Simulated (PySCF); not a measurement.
GeHO, SMILES [OH+]=[Ge] (connectivity only; charge and spin as stated), charge +1, multiplicity 1. Heavy atoms are numbered as in [OH+:1]=[Ge:2]. Hydrogens are named by the atom that carries them.

Coordinates come from a PBE0-D3(BJ)/def2-TZVP optimisation. The isomer is the one that the SMILES or the coordinates give; other isomers of the formula were not compared.

Computed with PBE/pcSseg-2 (PySCF).

GIAO shieldings, no solvent; atoms alike by connectivity are averaged. δ = σ(ref) − σ: ¹⁷O against H2O (σ = 327.5 ppm); ⁷³Ge against GeH4 (σ = 1621.0 ppm); ¹H against TMS (σ = 31.47 ppm), references at their B3LYP-D3(BJ)/def2-TZVP geometries, non-relativistic.

Computed chemical shifts:
| nucleus | atoms | count | δ (ppm) |
|---|---|---|---|
| ¹⁷O | O1 (OH) | 1 | 221.8 |
| ⁷³Ge | Ge2 | 1 | -167.2 |
| ¹H | H on O1 | 1 | 5.63 |
